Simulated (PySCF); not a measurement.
## B³⁺ (boron, charge +3) across methods

1s2, closed-shell 1S. Calculation: PySCF 2.14, in aug-cc-pCVTZ-DK (7s6p4d2f, 59 functions); the spin-free X2C one-electron Hamiltonian (Gaussian nucleus).

```tsv
method	E (hartree)	mean ε 1s (eV)	Σ⟨r²⟩ (bohr²)	⟨S²⟩
PBEsol	-21.8756	-230.13	0.2897	0.000
LDA	-21.7487	-229.17	0.2918	0.000
BP86	-22.0287	-231.67	0.2870	0.000
UHF	-21.99186	-259.70	0.2836	0.000
PBE0	-22.0002	-238.64	0.2871	0.000
PBE	-21.9878	-231.35	0.2885	0.000
r2SCAN	-22.0389	-234.38	0.2857	0.000
M06	-22.0545	-239.01	0.2862	0.000
```

(1) Estimate the same row for B97-3.

Results:

(1) E (hartree) = -22.0453; mean ε 1s (eV) = -239.49; Σ⟨r²⟩ (bohr²) = 0.2859; ⟨S²⟩ = 0.000.
